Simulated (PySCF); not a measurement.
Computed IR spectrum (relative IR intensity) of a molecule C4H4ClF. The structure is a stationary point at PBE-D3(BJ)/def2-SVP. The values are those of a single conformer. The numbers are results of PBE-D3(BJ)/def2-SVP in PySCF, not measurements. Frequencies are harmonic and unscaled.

ν (cm⁻¹): 438 (w), 604 (w), 695 (m), 739 (m), 741 (m), 808 (s), 880 (m), 930 (m), 1177 (m), 1268 (vw), 1340 (m), 1360 (vs), 1668 (vs), 3116 (w), 3141 (w) (against the strongest line: vs over 80 %, s over 45 %, m over 15 %, w over 4 %, vw less)

Q: Pick the molecule that these values belong to.
A. C=C(F)/C=C\Cl
B. C=C/C(Cl)=C\F
C. F[C@H]1C=C(Cl)C1
D. C=C(Cl)/C=C\F

A: A, C=C(F)/C=C\Cl
